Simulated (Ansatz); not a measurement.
## From F to I: the HOMO–LUMO gap

One atom is swapped for its congeners: CH2F `[CH2]F`; CH2Br `[CH2]Br`; CH2I `[CH2]I`. The Cl member is missing. All are doublets with charge 0.

Shapes, held fixed at every level: PBE0-D4/def2-TZVP. Programs: Ansatz 0.2.0. Values in eV.

```tsv
level	CH2F	CH2Br	CH2I
SPW92/def2-TZVPP	1.63	1.31	1.23
PBE-D4/def2-TZVPP	2.25	1.84	1.73
BHLYP-D4/def2-TZVPP	7.71	6.72	6.35
r2SCAN0-D4/def2-TZVPP	6.11	5.24	4.94
wB97M-V/def2-TZVPP	9.19	8.34	8.03
wB97X-V/def2-TZVPP	9.59	8.69	8.35
```

At wB97X-V/def2-TZVPP the HOMO–LUMO gap falls at every step, from 9.59 to 8.35 eV. Every level shows the same order. Open shells run unrestricted unless RO is named. For atoms past krypton def2 sets carry core potentials with scalar relativity. Relativity is left out for Br unless named. Orbital gaps aren't excitation energies, and the LUMO depends on the basis.
